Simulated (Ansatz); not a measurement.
Cost and result for the atomization energy of `S=CCB1C[SiH2]1` (13 atoms, 13 bonds).

Z-matrix (Å, degrees):
```
C
C 1 1.482
B 1 1.561 2 112.5
H 1 1.105 2 108.4 3 112.9
H 1 1.092 2 111.7 3 -128.1
S 2 1.610 1 126.0 3 117.3
H 2 1.093 1 114.3 3 -60.6
C 3 1.507 1 135.1 2 -173.0
Si 3 1.929 1 143.1 2 69.0
H 8 1.088 3 124.3 1 -13.4
H 8 1.094 3 118.6 1 136.6
H 9 1.486 3 121.8 1 30.6
H 9 1.479 3 126.2 1 -144.8
```

Total charge 0; spin multiplicity 1. The geometry is a stationary point of PBE0-D4/def2-TZVP. It is one conformer, not always the lowest. Program: Ansatz. All runs use 4 threads of an Intel Xeon on a shared host. Times are those of one run each, without the atoms' runs, and a repeat can differ threefold. Electronic energies, without spin–orbit coupling; frozen cores. CCSD(T)/CBS adds CCSD(T) − MP2 in def2-TZVPP to the MP2 limit, and its time is that of the two runs behind it. T1 = 0.016; the RHF reference is unstable towards UHF. B3LYP takes the VWN-RPA correlation (the form of Gaussian; ORCA's B3LYP/G).

CCSD(T)/CBS is a level of theory with its own doubt, some kJ/mol a heavy atom from the limit and from the frozen cores, so smaller differences don't rank the functionals.

```csv
level,functions,wall time
PBE-D4/def2-TZVPP (with forces),306,3.2 s
PBE0-D4/def2-TZVPP,306,3.7 s
r2SCAN-D4/def2-TZVPP (with forces),306,5.5 s
B3LYP-D4/def2-TZVPP (with forces),306,6.5 s
B2PLYP/def2-TZVPP,306,8 s
ωB97X-V/def2-TZVPP,306,9 s
ωB97M-V/def2-TZVPP (with forces),306,13 s
MP2/def2-QZVPP,578,37 s
CCSD(T)/def2-TZVPP,306,7.7 min
CCSD(T)/CBS(def2),–,8.3 min
```

(1) What atomization energy does each give, and how far from CCSD(T)/CBS? (Best estimate.)

Results:

(1) The calculation gave: 
| level | atomization (kJ/mol) | difference from CCSD(T)/CBS | per bond |
| --- | --- | --- | --- |
| PBE-D4/def2-TZVPP (with forces) | 4956.6 | 147.4 | 11.3 |
| PBE0-D4/def2-TZVPP | 4877.2 | 68.0 | 5.2 |
| r2SCAN-D4/def2-TZVPP (with forces) | 4870.1 | 60.9 | 4.7 |
| B3LYP-D4/def2-TZVPP (with forces) | 4827.3 | 18.1 | 1.4 |
| B2PLYP/def2-TZVPP | 4771.7 | -37.5 | -2.9 |
| ωB97X-V/def2-TZVPP | 4840.3 | 31.1 | 2.4 |
| ωB97M-V/def2-TZVPP (with forces) | 4849.2 | 40.0 | 3.1 |
| MP2/def2-QZVPP | 4840.6 | 31.4 | 2.4 |
| CCSD(T)/def2-TZVPP | 4688.4 | -120.8 | -9.3 |
| CCSD(T)/CBS(def2) | 4809.2 | 0.0 | 0.0 |

From PBE to PBE0 (25 % exact exchange), in def2-TZVPP and without D4, the atomization energy moves by −74.9 kJ/mol: exact exchange takes away binding that semilocal exchange gives to molecules. In def2-TZVPP, CCSD(T) changes the Hartree–Fock value by +1153.4 kJ/mol (the triples alone add +85.6 kJ/mol) and MP2 by +1234.5 kJ/mol; breaking electron pairs costs correlation energy, which Hartree–Fock lacks. The D4 term adds +49.4 kJ/mol with B3LYP and +26.3 kJ/mol with PBE0; it sums over pairs of atoms, weighted by their polarisabilities, and B3LYP, whose exchange is more repulsive, gets the larger term.
